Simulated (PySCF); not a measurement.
# CsLi and its ions

RHF-CCSD(T); Cs def2-TZVP with ECP46, Li def2-TZVP; scalar-relativistic core potentials (PySCF 2.14). Neutral (RHF): singlet (closed shell), Re = 3.776 Å, ωe = 170 cm⁻¹, De = 0.60 eV.

CsLi⁺ (UHF): doublet (σ ↑), Re = 4.425 Å, ωe = 114 cm⁻¹, De = 0.32 eV to Cs⁺ + Li. The energies at the minima are -27.45688 hartree for CsLi and -27.30758 for CsLi⁺.

Task: Work out the adiabatic ionisation energy, without and with harmonic zero-point energies (1 hartree = 27.2114 eV, 1 eV = 8065.5 cm⁻¹), and the change of the bond length.

Result: At CCSD(T): 0.14930 hartree = 4.063 eV between the minima; the zero-point term (114.0 − 170.0)/2 cm⁻¹ = -0.003 eV makes it 4.059 eV. Re changes by +64.9 pm against the neutral. The electron leaves a σ orbital, and the ion is left as a loose complex of an ion and an atom.

Correlated steps freeze no core orbitals. Weak bonds: CsLi⁺. Basis-set superposition, not corrected here, can be much of De in a small basis, most of all at correlated wavefunction levels. Spin–orbit coupling is left out. For an ion De counts to the pair picked by the measured ionisation energies or electron affinities, which need not be the lowest pair at this level. Where the molecule has an RHF reference, its open-shell atoms are computed with UHF. States were picked by a PBE0 search and need not be the measured ground states.

Neutral and ion stand on different kinds of reference determinant, which adds to the error of the difference.
